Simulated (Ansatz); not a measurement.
AlAsH$_{6}$, SMILES `[AlH3-][AsH3+]`: the same geometry under several functionals.

```yaml
crystal:
  periodic: [false, false, false]
  atoms:
    - {symbol: Al, position_ang: [-0.535084, 0.191480, -1.434298]}
    - {symbol: As, position_ang: [0.405154, -0.150610, 1.019621]}
    - {symbol: H, position_ang: [0.205578, -1.062345, -2.086652]}
    - {symbol: H, position_ang: [-2.078854, 0.058678, -1.052870]}
    - {symbol: H, position_ang: [0.078112, 1.647620, -1.657882]}
    - {symbol: H, position_ang: [1.209587, 0.941585, 1.677832]}
    - {symbol: H, position_ang: [1.353117, -1.285252, 1.314977]}
    - {symbol: H, position_ang: [-0.545412, -0.398156, 2.163471]}
basis:
  gaussian: {orbitals: def2-TZVPP}
hamiltonian: {xc: {name: LC-wPBE}, dispersion: d4}
output: {orbitals: {seedname: orbitals}}
```

```sh
$ ansatz run in.yaml --threads 2 --pin off --events-out ev --progress --plain
```

Shortened log:

```
WARN the engine holds no damping parameters fitted to this dispersion correction and functional, so the run takes those fitted to pbe0 (hamiltonian.dispersion, under Limitations)
Functional definition: LC-wPBE
996 factors; their error is unknown
343 factors; integrals over basis functions are off by at most 3.0e-5 eV
mean field evaluation 1: about -67524.3892 eV, gradient 1.9e1 eV
mean field evaluation 2: about -67525.0638 eV, gradient 1.5e1 eV
mean field evaluation 4: about -67525.2324 eV, gradient 3.8e-1 eV
mean field evaluation 8: about -67525.2257 eV, gradient 1.9e-1 eV
mean field -67525.22580710 eV, -2481.5062781691 hartree, gradient 6.9e-5 eV, S^2 0.000000; 0 other end points of the search recorded, 0 dependent functions left out
reference -67525.22580711 eV, -2481.5062781694 hartree; 26, 26 occupied and 148, 148 virtual orbitals, 996 factors
Total energy: -67525.33788702 eV, -2481.5103970300 hartree
```

It took 2.4 s on 2 threads of a server CPU on a shared host, with 0.26 GiB of host memory at the peak.

The same input with `hamiltonian: {xc: lda}` (abridged; 1.1 s):

```
Functional definition: SPW92
mean field -67415.29527887 eV, -2477.4664057700 hartree, gradient 8.3e-5 eV, S^2 0.000000
Total energy: -67415.29532517 eV, -2477.4664074715 hartree
```

With the line `hamiltonian: {xc: {name: wB97X-V}}` (abridged; 6.5 s):

```
Functional definition: wB97X-V
mean field -67528.78205010 eV, -2481.6369676888 hartree, gradient 4.4e-5 eV, S^2 0.000000
Total energy: -67528.78204784 eV, -2481.6369676057 hartree
```

Changing it to `hamiltonian: {xc: {name: BLYP}, dispersion: d4}` (abridged; 1.8 s):

```
Functional definition: BLYP
mean field -67536.35690921 eV, -2481.9153386264 hartree, gradient 6.5e-5 eV, S^2 0.000000
Total energy: -67536.64111807 eV, -2481.9257831094 hartree
```

Changing it to `hamiltonian: {xc: {name: B3LYP}, dispersion: d4}` and forces (abridged; 3.9 s):

```
Functional definition: B3LYP
mean field evaluation 16: about -67537.5430 eV, gradient 4.5e-5 eV
mean field -67537.54298265 eV, -2481.9589260216 hartree, gradient 4.5e-5 eV, S^2 0.000000
Total energy: -67537.75734339 eV, -2481.9668036336 hartree
Atom 0 force    -0.055213     0.020316    -0.143563 eV/Å
Atom 1 force     0.022152    -0.007706     0.058601 eV/Å
Atom 2 force    -0.053717     0.085649     0.035901 eV/Å
Atom 3 force     0.101166     0.010653    -0.034624 eV/Å
Atom 4 force    -0.044390    -0.097654     0.006059 eV/Å
Atom 5 force     0.019712     0.019043     0.025438 eV/Å
Atom 6 force     0.023198    -0.022943     0.017856 eV/Å
Atom 7 force    -0.012908    -0.007357     0.034332 eV/Å
Dipole moment:     0.280543    -0.102147     0.731998 e Å
```

Changing it to `hamiltonian: {xc: {name: wB97M-V}}` and forces (abridged; 8 s):

```
Functional definition: wB97M-V
mean field -67530.80625020 eV, -2481.7113556704 hartree, gradient 5.6e-5 eV, S^2 0.000000
Total energy: -67530.80630507 eV, -2481.7113576869 hartree
Atom 0 force    -0.071344     0.026204    -0.185607 eV/Å
Atom 1 force     0.112368    -0.040459     0.294319 eV/Å
Atom 2 force    -0.072301     0.123509     0.068870 eV/Å
Atom 3 force     0.154426     0.013082    -0.034431 eV/Å
Atom 4 force    -0.059046    -0.145163     0.025316 eV/Å
Atom 5 force    -0.068820    -0.096371    -0.052265 eV/Å
Atom 6 force    -0.080832     0.099111    -0.021088 eV/Å
Atom 7 force     0.085550     0.020086    -0.095115 eV/Å
Dipole moment:     0.284506    -0.103602     0.742304 e Å
```

LC-ωPBE has ω = 0.4 bohr⁻¹; the program lends it PBE0's D4 damping.

B3LYP takes the VWN-RPA correlation (the form of Gaussian; ORCA's B3LYP/G).
